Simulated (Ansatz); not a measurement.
One elementary step

Start structure (Si2H3Cl3, singlet), relaxed at PBE0-D4/def2-TZVP:

```
8
angstrom
Si -0.3590 0.0728 1.2045
Si 0.3055 -0.0619 -1.0251
Cl 2.1298 -0.9692 -1.1806
Cl -1.0422 -1.1436 -2.1154
Cl 0.4459 1.8024 -1.8497
H -1.6857 0.7360 1.2623
H 0.6495 0.8669 1.9501
H -0.4437 -1.3035 1.7540
```

The step: Si₂H₃Cl₃ ([SiH3][Si]([Cl])([Cl])[Cl]) → SiH₃Cl ([SiH3][Cl]) + SiCl₂; bonds formed: Si1–Cl3; bonds broken: Si1–Si2, Si2–Cl3. Computed with Ansatz 0.2.0 (basis: def2-TZVPP and def2-QZVPP); correlated methods freeze the cores. Extrapolation: Hartree–Fock as exp(−7.88 √X), correlation as X^−2.97. Energies below are by CCSD(T) at an estimated basis limit (MP2 extrapolated from triple and quadruple zeta, plus CCSD(T) − MP2 in triple zeta).

Q: What are the electronic barrier and the energy of the step, from the start structure to the end structure? (An estimate is asked for; the value comes from the calculation.)

A: The calculation gives: Barrier 2.071 eV; step energy 1.472 eV (uphill); reverse barrier, their difference, 0.598 eV. Barrier and step energy count from the start structure, the reverse barrier from the end structure.

The saddle point: One imaginary mode of 250i cm⁻¹.
```json
{"pair": "Si1–Cl3", "start (Å)": "3.60", "saddle (Å)": "2.32", "end (Å)": "2.08"}
{"pair": "Si1–Si2", "start (Å)": "2.33", "saddle (Å)": "2.54", "end (Å)": "3.55"}
{"pair": "Si2–Cl3", "start (Å)": "2.04", "saddle (Å)": "2.34", "end (Å)": "2.95"}
```

Zero-point energy (harmonic, PBE0-D4): ZPE is 0.834 eV at the start and 0.815 eV at the saddle, so the barrier goes from 2.071 to 2.052 eV.

The T1 diagnostic stays at or below 0.012.

Losses and insertions of silylenes and their heavier kin drive the gas-phase chemistry of silicon and germanium vapour deposition.

Labels in which every atom is bracketed show which atoms are joined, not bond orders.

For scale, one of the runs: CCSD(T)/def2-TZVPP, 252 basis functions, launched by `ansatz run in.yaml --threads 8 --pin off --events-out ev --progress --plain --max-ram 19148MiB`. Hardware: 8 CPU threads of an Intel Xeon Platinum 8259CL, shared host. Wall time 34 s; peak host memory 4.6 GiB.
